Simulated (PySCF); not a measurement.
Ge(All)(OH)3, SMILES C=C[CH2][Ge]([OH])([OH])[OH] (C3H8GeO3) at its GFN2-xTB optimised geometry (Å):

```
15

C     -1.4687    -2.2186     1.1789
C     -0.4305    -1.4431     1.4372
C     -0.5035     0.0337     1.5669
Ge     0.3232     0.9821     0.0000
O     -0.1683     2.6631     0.0000
O     -0.1137     0.2779    -1.5450
O      2.0700     0.9821     0.0000
H     -2.4602    -1.8137     1.0562
H     -1.3728    -3.2866     1.0860
H      0.5558    -1.8739     1.5536
H      0.0379     0.3706     2.4500
H     -1.5360     0.3703     1.6424
H      0.5505     3.2866     0.0831
H     -0.9966     0.4702    -1.8512
H      2.4602     0.2940    -0.5352
```

Method: PBE0/def2-TZVP run with PySCF. Cells within 0.4 Å of a nucleus heavier than hydrogen are left out (blank, or x).

Map of the electrostatic potential (hartree/e), clipped to [-0.08, 0.12] on the plane z = 1.2 Å:

```
|333333222223333333333333333|
|333332222222333333333333333|
|333332222222334444333333333|
|333332222222234444333333333|
|333332222111234554433333333|
|333332222100124554333222223|
|333333222100023544322222222|
|333333322110124443222222222|
|333333332222346653211122222|
|333333333334699973100112222|
|333333444557999983100112222|
|333333457999999973000112223|
|333334459999999962101122233|
|333334457999x99753112222333|
|333344445799999643222233333|
|333344555699999644333333333|
|333345999999x99954433333333|
|333346999999x99975433333333|
|333345999xx9999975433333333|
|333334599xx9978754433333333|
|333333459999644444333333333|
|333333348999533333333333333|
|333333335998433333333333333|
|333333334565433333333333333|
|333333333444333333333333333|
|333333333333333333333333333|
|333333333333333333333333333|
```
Scale: ten equal steps from -0.058 (start of '0') to 0.120 (end of '9'), in the order '0123456789'; x runs from -5.50 to 5.50, y from -5.50 (bottom) to 5.50 (top).
